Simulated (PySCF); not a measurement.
BrClTe, singlet, geometry from GFN2-xTB (all electrons, no relativity), with bond 3-1 at 1.8 times its length; PySCF with CASSCF(8,6)/STO-3G.

PySCF was given this input:
```python
from pyscf import gto, scf, mcscf
import numpy

mol = gto.M(
    atom='''
Te    0.24500412    0.23500123    0.79775214
Cl    1.06541306    1.80872383   -0.72118554
Br   -1.78268971   -2.39780284   -2.14109663
''',
    basis='sto-3g',
    verbose=4,
)

mf = scf.RHF(mol)
mf.kernel()
mc = mcscf.CASSCF(mf, 6, 8)
mc.fix_spin_(ss=0.0)
mc.kernel()
occ = numpy.linalg.eigvalsh(mc.fcisolver.make_rdm1(mc.ci, mc.ncas, mc.nelecas))[::-1]
ss = mc.fcisolver.spin_square(mc.ci, mc.ncas, mc.nelecas)[0]
print('natural occupations', occ.round(4), ' <S^2>', round(ss, 4))
```

Output, abridged:

```
PySCF version 2.14.0

[INPUT] verbose = 4
[INPUT] num. atoms = 3
[INPUT] num. electrons = 104
[INPUT] charge = 0
[INPUT] spin (= nelec alpha-beta = 2S) = 0
[INPUT] symmetry False subgroup None
[INPUT] Mole.unit = angstrom
[INPUT] Symbol           X                Y                Z      unit          X                Y                Z       unit  Magmom
[...]
nuclear repulsion = 477.046852095031
number of shells = 24
number of NR pGTOs = 162
number of NR cGTOs = 54
basis = sto-3g
ecp = {}

******** <class 'pyscf.scf.hf.RHF'> ********
method = RHF
initial guess = minao
damping factor = 0
level_shift factor = 0
DIIS = <class 'pyscf.scf.diis.CDIIS'>
diis_start_cycle = 1
diis_space = 8
diis_damp = 0
SCF conv_tol = 1e-09
SCF conv_tol_grad = None
SCF max_cycles = 50
direct_scf = True
direct_scf_tol = 1e-13
Set gradient conv threshold to 3.16228e-05
Initial guess from minao.
init E= -9521.53753859384
[...]
cycle= 1 E= -9546.03818824909  delta_E= -24.5  |g|= 0.208  |ddm|= 2.66
[...]
cycle= 2 E= -9543.5477120024  delta_E= 2.49  |g|= 0.149  |ddm|=  5.8
[...]
cycle= 3 E= -9546.05245830121  delta_E= -2.5  |g|= 0.103  |ddm|= 5.79
[...]
cycle= 4 E= -9546.05980224651  delta_E= -0.00734  |g|= 0.0381  |ddm|= 0.232

WARN: HOMO -0.0481774029580622 == LUMO -0.0481699148541289

cycle= 5 E= -9545.99414679987  delta_E= 0.0657  |g|= 0.139  |ddm|= 3.42
[...]
cycle= 6 E= -9545.99852906958  delta_E= -0.00438  |g|= 0.114  |ddm|= 0.0927
[...]
cycle= 7 E= -9546.00151535058  delta_E= -0.00299  |g|= 0.102  |ddm|= 0.0803
[...]
cycle= 8 E= -9546.00158762057  delta_E= -7.23e-05  |g|= 0.105  |ddm|= 0.0272
[...]
cycle= 9 E= -9546.00294266373  delta_E= -0.00136  |g|= 0.104  |ddm|= 0.0409
[...]
cycle= 10 E= -9546.05215820422  delta_E= -0.0492  |g|= 0.108  |ddm|= 3.41
[...]
cycle= 11 E= -9546.00716726427  delta_E= 0.045  |g|= 0.104  |ddm|=  3.4
[...]
cycle= 12 E= -9546.07060122777  delta_E= -0.0634  |g|= 0.114  |ddm|= 3.32
[...]
cycle= 13 E= -9546.1849249743  delta_E= -0.114  |g|= 0.0883  |ddm|=  1.5
[...]
cycle= 14 E= -9546.15073422851  delta_E= 0.0342  |g|= 0.155  |ddm|= 0.487
[...]
cycle= 15 E= -9546.1586190541  delta_E= -0.00788  |g|= 0.146  |ddm|= 0.0971
[...]
cycle= 16 E= -9546.19609624779  delta_E= -0.0375  |g|= 0.0256  |ddm|= 0.727
[...]
cycle= 17 E= -9546.19671424411  delta_E= -0.000618  |g|= 0.0149  |ddm|= 0.198
[...]
cycle= 18 E= -9546.19700597951  delta_E= -0.000292  |g|= 0.00229  |ddm|= 0.0602
[...]
cycle= 19 E= -9546.1970105359  delta_E= -4.56e-06  |g|= 0.00144  |ddm|= 0.0181
[...]
cycle= 20 E= -9546.19701318788  delta_E= -2.65e-06  |g|= 0.000267  |ddm|= 0.00555
[...]
cycle= 21 E= -9546.1970132837  delta_E= -9.58e-08  |g|= 4.66e-05  |ddm|= 0.00108
[...]
cycle= 22 E= -9546.19701328663  delta_E= -2.92e-09  |g|= 3.94e-07  |ddm|= 0.000226
[...]
cycle= 23 E= -9546.19701328664  delta_E= -1.46e-11  |g|= 3.55e-08  |ddm|= 1.9e-06
[...]
Extra cycle  E= -9546.19701328662  delta_E= 2.36e-11  |g|= 6.47e-08  |ddm|= 4.84e-07
converged SCF energy = -9546.19701328662

******** <class 'pyscf.mcscf.mc1step.CASSCF'> ********
CAS (4e+4e, 6o), ncore = 48, nvir = 0
max_cycle_macro = 50
max_cycle_micro = 4
conv_tol = 1e-07
conv_tol_grad = None
orbital rotation max_stepsize = 0.02
orbital rotation threshold for CI restart = 0.01
augmented hessian ah_max_cycle = 30
augmented hessian ah_conv_tol = 1e-12
augmented hessian ah_linear dependence = 1e-14
augmented hessian ah_level shift = 1e-08
augmented hessian ah_start_tol = 2.5
augmented hessian ah_start_cycle = 3
augmented hessian ah_grad_trust_region = 3
kf_trust_region = 3
kf_interval = 4
ci_response_space = 4
ci_grad_trust_region = 3
with_dep4 0
natorb = False
canonicalization = True
sorting_mo_energy = False
ao2mo_level = 2
internal_rotation = False
******** <class 'pyscf.fci.addons.SpinPenaltyFCISolver'> ********
max. cycles = 50
conv_tol = 1e-08
davidson only = True
linear dependence = 1e-12
level shift = 0.001
max iter space = 12
nroots = 1
pspace_size = 400
spin = None
CASCI E = -9546.36085867454  S^2 = 0.0000275
Set conv_tol_grad to 0.000316228
macro iter   1 ( 20 JK    4 micro), CASSCF E = -9546.36267773939  dE = -1.81906485e-03  S^2 = 0.0000000
               |grad[o]|=0.0235  |grad[c]|=0.011  |ddm|=0.0157  |maxRot[o]|=  0.2
macro iter   2 ( 21 JK    4 micro), CASSCF E = -9546.36414668519  dE = -1.46894580e-03  S^2 = 0.0000000
               |grad[o]|=0.00181  |grad[c]|=0.0278  |ddm|=0.0223  |maxRot[o]|=0.259
macro iter   3 ( 21 JK    4 micro), CASSCF E = -9546.36842891880  dE = -4.28223361e-03  S^2 = 0.0000000
               |grad[o]|=0.00554  |grad[c]|=0.042  |ddm|=0.0333  |maxRot[o]|= 0.27
macro iter   4 ( 17 JK    4 micro), CASSCF E = -9546.37196370290  dE = -3.53478410e-03  S^2 = 0.0000000
               |grad[o]|=0.00904  |grad[c]|=0.0158  |ddm|=0.0266  |maxRot[o]|=0.207
macro iter   5 ( 12 JK    3 micro), CASSCF E = -9546.37394082745  dE = -1.97712456e-03  S^2 = 0.0000000
               |grad[o]|=0.00901  |grad[c]|=0.0027  |ddm|=0.0108  |maxRot[o]|=0.129
macro iter   6 ( 12 JK    3 micro), CASSCF E = -9546.37523517090  dE = -1.29434345e-03  S^2 = 0.0000000
               |grad[o]|=0.00705  |grad[c]|=0.00987  |ddm|=0.00684  |maxRot[o]|=0.137
macro iter   7 ( 21 JK    4 micro), CASSCF E = -9546.37608316882  dE = -8.47997922e-04  S^2 = 0.0000000
               |grad[o]|=0.0056  |grad[c]|=0.0062  |ddm|=0.00743  |maxRot[o]|=0.283
macro iter   8 ( 21 JK    4 micro), CASSCF E = -9546.37663970469  dE = -5.56535870e-04  S^2 = 0.0000000
               |grad[o]|=0.00714  |grad[c]|=0.0272  |ddm|=0.00828  |maxRot[o]|=0.313
macro iter   9 ( 21 JK    4 micro), CASSCF E = -9546.37678946049  dE = -1.49755799e-04  S^2 = 0.0000000
               |grad[o]|=0.0078  |grad[c]|=0.00714  |ddm|=0.00114  |maxRot[o]|=0.0828
macro iter  10 ( 21 JK    4 micro), CASSCF E = -9546.37702486881  dE = -2.35408321e-04  S^2 = 0.0000000
               |grad[o]|=0.00621  |grad[c]|=0.000965  |ddm|=0.000655  |maxRot[o]|=0.126
[...]
macro iter  22 ( 21 JK    4 micro), CASSCF E = -9546.37786876985  dE = -1.85549719e-04  S^2 = 0.0000000
               |grad[o]|=0.00241  |grad[c]|=0.00241  |ddm|=0.000473  |maxRot[o]|=0.0473
macro iter  23 ( 12 JK    3 micro), CASSCF E = -9546.37797473325  dE = -1.05963401e-04  S^2 = 0.0000000
               |grad[o]|=0.00225  |grad[c]|=0.00183  |ddm|=0.000344  |maxRot[o]|=0.0424
macro iter  24 ( 12 JK    3 micro), CASSCF E = -9546.37799726435  dE = -2.25310978e-05  S^2 = 0.0000000
               |grad[o]|=0.00206  |grad[c]|=0.0102  |ddm|=0.000378  |maxRot[o]|=0.0452
macro iter  25 (  7 JK    2 micro), CASSCF E = -9546.37817840615  dE = -1.81141799e-04  S^2 = 0.0000000
               |grad[o]|=0.00206  |grad[c]|=0.00306  |ddm|=0.000522  |maxRot[o]|=0.059
macro iter  26 (  7 JK    2 micro), CASSCF E = -9546.37833826466  dE = -1.59858508e-04  S^2 = 0.0000000
               |grad[o]|=0.00185  |grad[c]|=0.000437  |ddm|=0.000446  |maxRot[o]|=0.0642
macro iter  27 (  7 JK    2 micro), CASSCF E = -9546.37846061404  dE = -1.22349382e-04  S^2 = 0.0000000
               |grad[o]|=0.00163  |grad[c]|=0.000563  |ddm|=0.000349  |maxRot[o]|=0.067
macro iter  28 (  7 JK    2 micro), CASSCF E = -9546.37853404459  dE = -7.34305468e-05  S^2 = 0.0000000
               |grad[o]|=0.00147  |grad[c]|=0.00108  |ddm|=0.00035  |maxRot[o]|=0.0684
macro iter  29 ( 19 JK    4 micro), CASSCF E = -9546.37853144684  dE =  2.59774242e-06  S^2 = 0.0000000
               |grad[o]|=0.00129  |grad[c]|=0.00522  |ddm|=0.00173  |maxRot[o]|=0.0956
macro iter  30 ( 21 JK    4 micro), CASSCF E = -9546.37854272245  dE = -1.12756024e-05  S^2 = 0.0000000
               |grad[o]|=0.00171  |grad[c]|=0.000542  |ddm|=0.000121  |maxRot[o]|=0.0222
macro iter  31 (  7 JK    2 micro), CASSCF E = -9546.37854933306  dE = -6.61060949e-06  S^2 = 0.0000000
               |grad[o]|=0.00142  |grad[c]|=0.00099  |ddm|=0.000116  |maxRot[o]|=0.0381
macro iter  32 (  7 JK    2 micro), CASSCF E = -9546.37855561657  dE = -6.28351154e-06  S^2 = 0.0000000
               |grad[o]|=0.00132  |grad[c]|=0.00264  |ddm|=0.000321  |maxRot[o]|=0.0516
macro iter  33 (  7 JK    2 micro), CASSCF E = -9546.37856923012  dE = -1.36135550e-05  S^2 = 0.0000000
               |grad[o]|=0.00136  |grad[c]|=0.00382  |ddm|=0.000667  |maxRot[o]|=0.0597
macro iter  34 (  7 JK    2 micro), CASSCF E = -9546.37860043076  dE = -3.12006359e-05  S^2 = 0.0000000
               |grad[o]|=0.00141  |grad[c]|=0.00268  |ddm|=0.00106  |maxRot[o]|=0.0647
macro iter  35 (  7 JK    2 micro), CASSCF E = -9546.37865599813  dE = -5.55673723e-05  S^2 = 0.0000000
               |grad[o]|=0.00158  |grad[c]|=0.00106  |ddm|=0.00103  |maxRot[o]|=0.0672
macro iter  36 (  7 JK    2 micro), CASSCF E = -9546.37873174970  dE = -7.57515645e-05  S^2 = 0.0000000
               |grad[o]|=0.00179  |grad[c]|=0.00225  |ddm|=0.000734  |maxRot[o]|=0.0686
macro iter  37 (  7 JK    2 micro), CASSCF E = -9546.37883162631  dE = -9.98766191e-05  S^2 = 0.0000000
               |grad[o]|=0.0023  |grad[c]|=0.00269  |ddm|=0.000853  |maxRot[o]|=0.0692
macro iter  38 ( 17 JK    4 micro), CASSCF E = -9546.37873308714  dE =  9.85391780e-05  S^2 = 0.0000000
               |grad[o]|=0.00306  |grad[c]|=0.017  |ddm|=0.00482  |maxRot[o]|=0.126
macro iter  39 (  7 JK    2 micro), CASSCF E = -9546.37876411904  dE = -3.10319028e-05  S^2 = 0.0000000
               |grad[o]|=0.00122  |grad[c]|=0.000452  |ddm|=0.000275  |maxRot[o]|=0.0199
macro iter  40 (  7 JK    2 micro), CASSCF E = -9546.37883300519  dE = -6.88861510e-05  S^2 = 0.0000000
               |grad[o]|=0.00122  |grad[c]|=0.000859  |ddm|=0.000399  |maxRot[o]|=0.0382
macro iter  41 (  7 JK    2 micro), CASSCF E = -9546.37893727318  dE = -1.04267987e-04  S^2 = 0.0000000
               |grad[o]|=0.00146  |grad[c]|=0.00183  |ddm|=0.000688  |maxRot[o]|=0.0517
macro iter  42 (  7 JK    2 micro), CASSCF E = -9546.37907649836  dE = -1.39225183e-04  S^2 = 0.0000000
               |grad[o]|=0.00223  |grad[c]|=0.00294  |ddm|=0.00097  |maxRot[o]|=0.0601
macro iter  43 ( 17 JK    4 micro), CASSCF E = -9546.37888544085  dE =  1.91057510e-04  S^2 = 0.0000000
               |grad[o]|=0.00351  |grad[c]|=0.0203  |ddm|=0.0058  |maxRot[o]|=0.126
macro iter  44 ( 21 JK    4 micro), CASSCF E = -9546.37895123946  dE = -6.57986075e-05  S^2 = 0.0000000
               |grad[o]|=0.00213  |grad[c]|=0.00242  |ddm|=0.000213  |maxRot[o]|=0.0523
macro iter  45 ( 21 JK    4 micro), CASSCF E = -9546.37904036881  dE = -8.91293475e-05  S^2 = 0.0000000
               |grad[o]|=0.00187  |grad[c]|=0.0134  |ddm|=0.000478  |maxRot[o]|=0.146
macro iter  46 (  7 JK    2 micro), CASSCF E = -9546.37916639562  dE = -1.26026813e-04  S^2 = 0.0000000
               |grad[o]|=0.00157  |grad[c]|=0.00103  |ddm|=0.000638  |maxRot[o]|=0.0361
macro iter  47 (  7 JK    2 micro), CASSCF E = -9546.37933321082  dE = -1.66815204e-04  S^2 = 0.0000000
               |grad[o]|=0.00169  |grad[c]|=0.00249  |ddm|=0.000914  |maxRot[o]|=0.0596
macro iter  48 (  7 JK    2 micro), CASSCF E = -9546.37956168996  dE = -2.28479134e-04  S^2 = 0.0000000
               |grad[o]|=0.00291  |grad[c]|=0.00312  |ddm|=0.00159  |maxRot[o]|=0.0646
macro iter  49 ( 17 JK    4 micro), CASSCF E = -9546.37916513560  dE =  3.96554355e-04  S^2 = 0.0000000
               |grad[o]|=0.00522  |grad[c]|=0.0182  |ddm|=0.00386  |maxRot[o]|=0.106
macro iter  50 ( 21 JK    4 micro), CASSCF E = -9546.37916746858  dE = -2.33297578e-06  S^2 = 0.0000000
               |grad[o]|=0.00176  |grad[c]|=0.0048  |ddm|=0.000476  |maxRot[o]|=0.0047
1-step CASSCF not converged,  50 macro (685 JK 154 micro) steps
CASSCF canonicalization
Density matrix diagonal elements [1.98989622 1.99458988 1.97205678 1.00662059 0.99389597 0.04294056]
CASSCF energy = -9546.37916746858
CASCI E = -9546.37916746858  E(CI) = -14.4355825200128  S^2 = 0.0000000
natural occupations [1.9997 1.9951 1.962  1.0067 0.9938 0.0427]  <S^2> 0.0
```

Convergence was not reached.
